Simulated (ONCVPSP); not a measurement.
Before and after: ONCV potential for chlorine

ONCVPSP 4.0.1 input, shortened (lines: element, Z, core and valence counts, functional; n l f; lmax; l rc ep ncon nbas qcut; lloc lpopt rc5 dvloc0; l nproj debl; icmod fcfact rcfact), PBE, scalar-relativistic:

```
  Cl 17.00    1    4        4      upf
    1    0    2.00
    2    0    2.00
    2    1    6.00
    3    0    2.00
    3    1    5.00
    2
    0    0.75    0.00    3    7   18.40
    1    0.85    0.00    5    9   18.10
    2    0.80    0.32    5    8   13.00
    4    5    0.60    3.00
    0    2    3.10
    1    2    1.80
    2    1    2.20
    1    0.65    0.00
```

Change: p: nbas 8.

Cutoffs: the cutoffs (Ha) at which the residual kinetic energy of the hardest occupied pseudo-wave falls to 1 and 0.1 mHa per electron; they do not see the model core or the augmentation charge, which bear on the density cutoff. Errors are all-electron minus pseudo energies relative to the spin-unpolarised reference configuration.

Task: How do hardness, ghosts and transferability respond?

Result: The potential gets neither clearly harder nor softer (135 Ha and 150 Ha → 137 Ha and 152 Ha); the errors of the 4 common tests hardly move; neither file shows a bound ghost.

| quantity | base | changed |
| --- | --- | --- |
| cutoff, loose | 135 Ha | 137 Ha |
| cutoff, tight | 150 Ha | 152 Ha |
| loose cutoff by channel | s 87 Ha, p 135 Ha | s 87 Ha, p 137 Ha |
| bound ghosts | none | none |
| GHOST(+) flags under 300 eV | none | none |
| error for 2s2 2p6 3s2 3p4, meV [ΔE 13.88 eV] | +0.4 | +0.4 |
| error for 2s2 2p6 3s2 3p3, meV [ΔE 39.32 eV] | +2.7 | +2.6 |
| error for 2s2 2p6 3s2 3p2, meV [ΔE 77.63 eV] | +9.7 | +9.5 |
| error for 2s1 2p6 3s2 3p5, meV [ΔE 269.35 eV] | -664 | -650 |
| s: phases at 0.76 bohr within 0.05 rad from the reference energy up to (Ha; the scan ends near 5) | to the end of the scan | to the end of the scan |
| p: phases at 0.87 bohr within 0.05 rad from the reference energy up to (Ha; the scan ends near 5) | to the end of the scan | to the end of the scan |
| d: phases at 0.81 bohr within 0.05 rad from the reference energy up to (Ha; the scan ends near 5) | to the end of the scan | to the end of the scan |
| rms error of d²Exc/dni dnj with the model core, mHa | 2.87 | 2.88 |
